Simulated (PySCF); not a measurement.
# Correlation energy of Br (bromine, neutral)

Starting occupation: [Ar] 3d10 4s2 4p5, 4p1/2 with m_j = -1/2, +1/2, 4p3/2 with m_j = -1/2, +1/2, +3/2. Computed with PySCF 2.14 in x2c-SVPall-2c with one added diffuse shell each of s, p, d type (6s7p4d, 47 functions), with X2C-1e with screened-nucleus spin-orbit coupling, Gaussian nucleus. Frozen: [Ne]; 25 electrons correlated.

MP2 pair energies summed by pair of shells (mhartree):

```csv
pair,energy,share (%)
3d-3d,-105.15,30.5
3d-3p,-73.43,21.3
4p-4p,-69.05,20.0
4p-4s,-30.95,9.0
3p-3p,-22.14,6.4
3d-4p,-17.04,4.9
3d-3s,-6.58,1.9
4s-4s,-6.30,1.8
3p-4p,-4.59,1.3
3d-4s,-4.33,1.3
3p-3s,-2.79,0.8
3p-4s,-1.15,0.3
3s-3s,-0.61,0.2
3s-4p,-0.57,0.2
3s-4s,-0.28,0.1
```

Total MP2 correlation energy: -344.95 mhartree.

The GHF reference relaxed away from the jj start to a determinant that is no pure jj level (⟨S²⟩ = 0.76, ⟨J²⟩ = 3.76); the energies belong to that determinant.

This basis was not built for core-valence correlation, so the inner-shell part is incomplete.
